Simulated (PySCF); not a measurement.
CBrF3, quintet, geometry from GFN2-xTB of the parent state (a higher spin typed on purpose: for a closed-shell molecule this is an excited state); TPSS/def2-SVP (PySCF).

Here is a job for PySCF.
```python
from pyscf import gto, scf, dft

mol = gto.Mole()
mol.atom = '''
    F    -1.255211   -0.590163   -1.107334
    C    -0.817884    0.019610   -0.022939
    F    -1.315279   -0.587090    1.037016
    F    -1.240675    1.268630   -0.036572
    Br    1.120223   -0.026859    0.031418
'''
mol.basis = 'def2-svp'
mol.charge = 0
mol.spin = 4
mol.verbose = 4
mol.build()

mf = dft.ROKS(mol)
mf.xc = 'tpss'
mf.kernel()
```

What the program printed (banner, timings and long lists left out):

```
PySCF version 2.14.0

[INPUT] verbose = 4
[INPUT] num. atoms = 5
[INPUT] num. electrons = 68
[INPUT] charge = 0
[INPUT] spin (= nelec alpha-beta = 2S) = 4
[INPUT] symmetry False subgroup None
[INPUT] Mole.unit = angstrom
[INPUT] Symbol           X                Y                Z      unit          X                Y                Z       unit  Magmom
[INPUT]  1 F     -1.255211000000  -0.590163000000  -1.107334000000 AA   -2.372005018541  -1.115246438852  -2.092557988419 Bohr   0.0
[INPUT]  2 C     -0.817884000000   0.019610000000  -0.022939000000 AA   -1.545576761664   0.037057529303  -0.043348427571 Bohr   0.0
[INPUT]  3 F     -1.315279000000  -0.587090000000   1.037016000000 AA   -2.485517087392  -1.109439310471   1.959676226792 Bohr   0.0
[INPUT]  4 F     -1.240675000000   1.268630000000  -0.036572000000 AA   -2.344535959595   2.397363253407  -0.069111063828 Bohr   0.0
[INPUT]  5 Br     1.120223000000  -0.026859000000   0.031418000000 AA    2.116914668439  -0.050756153980   0.059371415382 Bohr   0.0

nuclear repulsion = 367.886281075162
number of shells = 36
number of NR pGTOs = 170
number of NR cGTOs = 88
basis = def2-svp
ecp = {}

******** <class 'pyscf.dft.roks.ROKS'> ********
method = ROKS
initial guess = minao
damping factor = 0
level_shift factor = 0
DIIS = <class 'pyscf.scf.diis.CDIIS'>
diis_start_cycle = 1
diis_space = 8
diis_damp = 0
SCF conv_tol = 1e-09
SCF conv_tol_grad = None
SCF max_cycles = 50
direct_scf = True
direct_scf_tol = 1e-13
num. doubly occ = 32  num. singly occ = 4
XC library pyscf.dft.libxc version 7.1.2
    S. Lehtola, C. Steigemann, M. J. T. Oliveira, and M. A. L. Marques,  SoftwareX 7, 1–5 (2018)
XC functionals = tpss
    J. Tao, J. P. Perdew, V. N. Staroverov, and G. E. Scuseria,  Phys. Rev. Lett. 91, 146401 (2003)
    J. P. Perdew, J. Tao, V. N. Staroverov, and G. E. Scuseria,  J. Chem. Phys. 120, 6898 (2004)
    J. Tao, J. P. Perdew, V. N. Staroverov, and G. E. Scuseria,  Phys. Rev. Lett. 91, 146401 (2003)
    J. P. Perdew, J. Tao, V. N. Staroverov, and G. E. Scuseria,  J. Chem. Phys. 120, 6898 (2004)
radial grids:
    Treutler-Ahlrichs [JCP 102, 346 (1995); DOI:10.1063/1.469408] (M4) radial grids

becke partition: Becke, JCP 88, 2547 (1988); DOI:10.1063/1.454033
pruning grids: <function nwchem_prune>
grids dens level: 3
symmetrized grids: False
atomic radii adjust function: <function treutler_atomic_radii_adjust>
small_rho_cutoff = 0
Set gradient conv threshold to 3.16228e-05
tot grids = 77328
init E= -2910.7514764319

WARN: HOMO 0.128916962523443 >= LUMO 0.12891956974043

cycle= 1 E= -2910.28512641611  delta_E= 0.466  |g|= 0.937  |ddm|=  4.2
  HOMO = 0.13382957505514  LUMO = 0.156585605956638  gap/eV = 0.61922
cycle= 2 E= -2907.95048613895  delta_E= 2.33  |g|=  2.8  |ddm|= 10.3

WARN: HOMO 0.18027489512521 >= LUMO -0.319604331255154

cycle= 3 E= -2908.64302192371  delta_E= -0.693  |g|= 1.32  |ddm|= 11.2

WARN: HOMO 0.398768722500873 >= LUMO 0.154544720563166

cycle= 4 E= -2909.77981957473  delta_E= -1.14  |g|= 0.989  |ddm|= 7.17

WARN: HOMO 0.185745698547083 >= LUMO 0.145225437705654

cycle= 5 E= -2910.31776650572  delta_E= -0.538  |g|= 0.542  |ddm|= 5.84

WARN: HOMO 0.140960427720087 >= LUMO 0.140667719859909

cycle= 6 E= -2910.47116607047  delta_E= -0.153  |g|= 0.253  |ddm|= 6.29

WARN: HOMO 0.16433748715477 >= LUMO 0.158207449179386

cycle= 7 E= -2910.3880203676  delta_E= 0.0831  |g|= 0.433  |ddm|= 1.17

WARN: HOMO 0.162546796287127 >= LUMO 0.158312361876768

cycle= 8 E= -2910.46445622416  delta_E= -0.0764  |g|= 0.28  |ddm|= 1.13

WARN: HOMO 0.163184961101648 >= LUMO 0.157557926199139

cycle= 9 E= -2910.48206160794  delta_E= -0.0176  |g|= 0.189  |ddm|= 0.756

WARN: HOMO 0.162338650082433 >= LUMO 0.156997770047123

cycle= 10 E= -2910.48158106204  delta_E= 0.000481  |g|= 0.199  |ddm|= 0.834

WARN: HOMO 0.166109335425488 >= LUMO 0.159544387426644

cycle= 11 E= -2910.48511578457  delta_E= -0.00353  |g|= 0.167  |ddm|= 0.316

WARN: HOMO 0.167088505828353 >= LUMO 0.16034883522362

cycle= 12 E= -2910.49047806212  delta_E= -0.00536  |g|= 0.127  |ddm|= 0.27

WARN: HOMO 0.168978809432318 >= LUMO 0.160891057387615

cycle= 13 E= -2910.3725271716  delta_E= 0.118  |g|= 0.468  |ddm|= 1.15

WARN: HOMO 0.168584507442568 >= LUMO 0.160781975302497

cycle= 14 E= -2910.37076905444  delta_E= 0.00176  |g|= 0.471  |ddm|= 0.0256

WARN: HOMO 0.168554347552102 >= LUMO 0.160689223859674

cycle= 15 E= -2910.3704860959  delta_E= 0.000283  |g|= 0.472  |ddm|= 0.03

WARN: HOMO 0.168702012327773 >= LUMO 0.160767523607992

cycle= 16 E= -2910.36823885637  delta_E= 0.00225  |g|= 0.478  |ddm|= 0.0309

WARN: HOMO 0.16775918408804 >= LUMO 0.160757805699241

cycle= 17 E= -2910.49448422903  delta_E= -0.126  |g|= 0.0463  |ddm|= 1.05

WARN: HOMO 0.166152683747976 >= LUMO 0.15986540738948

cycle= 18 E= -2910.48687618078  delta_E= 0.00761  |g|= 0.111  |ddm|=    1

WARN: HOMO 0.167047152420942 >= LUMO 0.16030529382223

cycle= 19 E= -2910.49308171441  delta_E= -0.00621  |g|= 0.0424  |ddm|= 0.195

WARN: HOMO 0.166702601393051 >= LUMO 0.159297976018574

cycle= 20 E= -2910.48665032524  delta_E= 0.00643  |g|= 0.169  |ddm|= 0.749

WARN: HOMO 0.166817877520371 >= LUMO 0.15943961095068

cycle= 21 E= -2910.49073768787  delta_E= -0.00409  |g|= 0.121  |ddm|= 0.316

WARN: HOMO 0.167378660424645 >= LUMO 0.159968696064702

cycle= 22 E= -2910.49178279114  delta_E= -0.00105  |g|= 0.109  |ddm|= 0.153

WARN: HOMO 0.167129108513652 >= LUMO 0.159824522143672

cycle= 23 E= -2910.4926002887  delta_E= -0.000817  |g|= 0.0875  |ddm|= 0.342

WARN: HOMO 0.16728835641416 >= LUMO 0.160070748649641

cycle= 24 E= -2910.49287140003  delta_E= -0.000271  |g|= 0.0897  |ddm|= 0.0707

WARN: HOMO 0.167173501132272 >= LUMO 0.160022494912807

cycle= 25 E= -2910.49187481919  delta_E= 0.000997  |g|= 0.103  |ddm|= 0.175

WARN: HOMO 0.170163190527887 >= LUMO 0.160494601597051

cycle= 26 E= -2910.44233237854  delta_E= 0.0495  |g|= 0.325  |ddm|= 1.38

WARN: HOMO 0.168572405075841 >= LUMO 0.160161377633481

cycle= 27 E= -2910.41172777232  delta_E= 0.0306  |g|= 0.397  |ddm|= 0.619

WARN: HOMO 0.168742536142532 >= LUMO 0.161345045587266

cycle= 28 E= -2910.36427592593  delta_E= 0.0475  |g|= 0.491  |ddm|= 0.734

WARN: HOMO 0.16861485262603 >= LUMO 0.160439996011361

cycle= 29 E= -2910.41494304406  delta_E= -0.0507  |g|= 0.415  |ddm|= 0.945

WARN: HOMO 0.16901782182441 >= LUMO 0.160801270466824

cycle= 30 E= -2910.44911683107  delta_E= -0.0342  |g|= 0.313  |ddm|= 0.254

WARN: HOMO 0.167533642352549 >= LUMO 0.159368136974495

cycle= 31 E= -2910.48792969118  delta_E= -0.0388  |g|= 0.124  |ddm|=  0.4

WARN: HOMO 0.167426496724063 >= LUMO 0.16009177335431

cycle= 32 E= -2910.49363692036  delta_E= -0.00571  |g|= 0.0729  |ddm|= 0.22

WARN: HOMO 0.167704724736713 >= LUMO 0.160633168965217

cycle= 33 E= -2910.49281179043  delta_E= 0.000825  |g|= 0.0907  |ddm|= 0.613

WARN: HOMO 0.167064471984064 >= LUMO 0.159596198060486

cycle= 34 E= -2910.48867915968  delta_E= 0.00413  |g|= 0.118  |ddm|= 0.68

WARN: HOMO 0.168410568120078 >= LUMO 0.16037269849654

cycle= 35 E= -2910.49244718821  delta_E= -0.00377  |g|= 0.0634  |ddm|= 0.52

WARN: HOMO 0.167926485701211 >= LUMO 0.160167648179529

cycle= 36 E= -2910.49363455379  delta_E= -0.00119  |g|= 0.088  |ddm|= 0.465

WARN: HOMO 0.168408153334386 >= LUMO 0.160638224167906

cycle= 37 E= -2910.4695629456  delta_E= 0.0241  |g|= 0.215  |ddm|= 0.841

WARN: HOMO 0.167849085922767 >= LUMO 0.16025721845893

cycle= 38 E= -2910.48765014666  delta_E= -0.0181  |g|= 0.11  |ddm|= 0.234

WARN: HOMO 0.167734231779889 >= LUMO 0.160184136519186

cycle= 39 E= -2910.49130968737  delta_E= -0.00366  |g|= 0.0846  |ddm|= 0.157

WARN: HOMO 0.167643093084947 >= LUMO 0.160150089692709

cycle= 40 E= -2910.48702279096  delta_E= 0.00429  |g|= 0.114  |ddm|= 0.368

WARN: HOMO 0.167571365881781 >= LUMO 0.160119382200547

cycle= 41 E= -2910.4935518381  delta_E= -0.00653  |g|= 0.0529  |ddm|= 0.339

WARN: HOMO 0.167680691619467 >= LUMO 0.159922370900947

cycle= 42 E= -2910.48902492151  delta_E= 0.00453  |g|= 0.112  |ddm|= 0.556

WARN: HOMO 0.167648802406657 >= LUMO 0.159887213234621

cycle= 43 E= -2910.38429813514  delta_E= 0.105  |g|= 0.44  |ddm|=  1.1

WARN: HOMO 0.168203698510222 >= LUMO 0.160202402006218

cycle= 44 E= -2910.43267005125  delta_E= -0.0484  |g|= 0.326  |ddm|= 0.843

WARN: HOMO 0.169230269156864 >= LUMO 0.160001895707376

cycle= 45 E= -2910.4674178648  delta_E= -0.0347  |g|= 0.219  |ddm|= 1.19

WARN: HOMO 0.168283489119075 >= LUMO 0.15926271207983

cycle= 46 E= -2910.45529128658  delta_E= 0.0121  |g|= 0.27  |ddm|= 0.486

WARN: HOMO 0.168379682615035 >= LUMO 0.159502019346633

cycle= 47 E= -2910.4546291276  delta_E= 0.000662  |g|= 0.272  |ddm|= 0.0323

WARN: HOMO 0.168870759691075 >= LUMO 0.159488877059377

cycle= 48 E= -2910.48560743253  delta_E= -0.031  |g|= 0.141  |ddm|= 0.471

WARN: HOMO 0.168454411844615 >= LUMO 0.159689822096888

cycle= 49 E= -2910.48838446722  delta_E= -0.00278  |g|= 0.115  |ddm|= 0.208

WARN: HOMO 0.167163870745211 >= LUMO 0.160254668254855

cycle= 50 E= -2910.49152405484  delta_E= -0.00314  |g|= 0.109  |ddm|= 0.758
SCF not converged.
SCF energy = -2910.49152405484
```

Convergence was not reached.
